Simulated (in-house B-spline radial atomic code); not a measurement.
Ionising the phosphorus ion P⁷⁺ with different functionals

Computed with a B-spline radial code for spherical atoms: scalar-relativistic (spin-free X2C) Hamiltonian, Fermi nucleus of rms radius 3.1889 fm, spin-polarised at highest spin, spherical fractional occupations for the functionals, the average over the highest-spin determinants for Hartree-Fock. The ionisation energy is the difference of two self-consistent energies, [He] 2s2 2p4 → [He] 2s2 2p3, without Breit or QED terms; ε is the level of the shell that loses the electron (its least bound occupied spin orbital).

Hybrids are left out here: with spherical fractional occupations of an open shell their exact exchange keeps a self-interaction that integer-occupation calculations don't have.

```csv
method,rung,ΔSCF (eV),-ε(2p) (eV)
Hartree-Fock,Hartree-Fock,307.51,309.71
LDA VWN5,LDA,308.83,286.32
LDA PW92,LDA,308.82,286.31
LDA exchange-only,LDA,305.63,283.41
PBE,GGA,?,?
PBEsol,GGA,308.33,285.92
BLYP,GGA,309.08,286.43
RPBE,GGA,308.55,286.11
PW91,GGA,309.15,286.63
BP86,GGA,309.14,286.60
AM05,GGA,?,?
OLYP,GGA,308.14,286.07
TPSS,meta-GGA,308.36,286.30
SCAN,meta-GGA,307.44,286.05
r2SCAN,meta-GGA,307.32,285.99
revTPSS,meta-GGA,307.87,285.88
```

(1) What does PBE give?

(2) What does AM05 give?

(3) How do they compare with the NIST value?

## Answers

(1) ΔSCF 308.86 eV, and -ε(2p) = 286.31 eV.

(2) ΔSCF 308.10 eV, and -ε(2p) = 285.77 eV.

(3) NIST lists 309.6 eV ± 0.1 (semi-empirical, ground level to ground level). Errors run from -3.97 to -0.45 eV; PW91 is closest (-0.45 eV), though others lie within the uncertainty of it, and part of that can be cancellation, since the calculations leave out spin-orbit coupling, Breit-QED terms, multiplet and fine-structure energies. Hartree-Fock also lacks correlation.
